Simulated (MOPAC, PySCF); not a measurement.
H3AlS3, SMILES `[SH][Al]([SH])[SH]`, neutral singlet in the gas phase. 

Cartesian coordinates (Å):
```xyz
7

S     -1.4992    -1.6271    -0.2229
Al     0.1753    -0.2817     0.1011
S      0.0908     1.8638    -0.2445
S      2.0266    -1.1638     0.8090
H     -2.3326    -0.6605    -0.6332
H     -1.1893     1.8636    -0.6417
H      2.6751     0.0102     0.8404
```
Charge 0, multiplicity 1.

All levels are single points at this geometry (CAM-B3LYP-D3(BJ)/def2-TZVP); Pople sets use spherical d functions. Orbital energies aren't observables, and empty levels follow the basis.

PM6 in MOPAC gives gap (eV) = 9.82.

Problem. Estimate the gap (eV) from each of these levels: CAM-B3LYP-D3(BJ)/def2-TZVP in PySCF; TPSSh-D3(BJ)/def2-TZVP in PySCF; B3LYP/3-21G in PySCF; B3LYP/6-31G* in PySCF; B3LYP/LANL2DZ in PySCF; BP86/6-31G* in PySCF; M06-2X/6-31G* in PySCF; PM3 in MOPAC.

Solution. 
| level | gap (eV) |
|---|---|
| CAM-B3LYP-D3(BJ)/def2-TZVP in PySCF | 9.38 |
| TPSSh-D3(BJ)/def2-TZVP in PySCF | 6.17 |
| B3LYP/3-21G in PySCF | 6.40 |
| B3LYP/6-31G* in PySCF | 6.52 |
| B3LYP/LANL2DZ in PySCF | 6.40 |
| BP86/6-31G* in PySCF | 5.01 |
| M06-2X/6-31G* in PySCF | 8.79 |
| PM3 in MOPAC | 6.70 |
